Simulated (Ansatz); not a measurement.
Species: ZrF₃ (charge +1, singlet). SMILES: [F][Zr+]([F])[F]
Geometry: optimised at B3LYP-D3(BJ)/def2-TZVP (Ansatz, a quantum-chemistry and plane-wave program).

Wanted: vertical ionisation energy to the doublet, in eV. Terms: dispersion terms only where a functional's name holds one; 6-31G* and kin with 6d, 5d where marked; valence correlation only (noble-gas shells and the d and f shells of earlier blocks); no spin-orbit coupling; def2 sets with scalar-relativistic core potentials past Kr; STO-3G and 3-21G all-electron and non-relativistic; LANL2DZ with its own core potentials from Na on; UHF or UKS for open shells; each state is the SCF solution reached for its charge and spin. First-principles rows: single points at B3LYP-D3(BJ) geometries (Ansatz). The spin state of an ion or metal species was assumed, not searched.

| level | program | vertical ionisation energy to the doublet (eV) |
|---|---|---|
| HF/6-31G* with LANL2DZ past Ar | Ansatz | 19.86 |
| PBE/6-31G* with LANL2DZ past Ar | Ansatz | 19.95 |
| B3LYP/STO-3G | Ansatz | 17.02 |
| B3LYP/3-21G | Ansatz | 20.27 |
| B3LYP/6-31G* with LANL2DZ past Ar | Ansatz | 20.61 |
| MP2/6-31G* with LANL2DZ past Ar | Ansatz | 21.29 |
| wB97M-V/def2-TZVPD | Ansatz | 21.12 |

No value to compare with is used here. The 6 habitual levels span 17.02 (B3LYP/STO-3G) to 21.29 eV (MP2/6-31G* with LANL2DZ past Ar); wB97M-V/def2-TZVPD gives 21.12.

The levels are drawn from those run, B3LYP/6-31G* more often than the rest, none by its result; left out are runs that failed, that the program found above a lower state of the same kind, or whose <S^2> lies over 0.5 above the pure value.
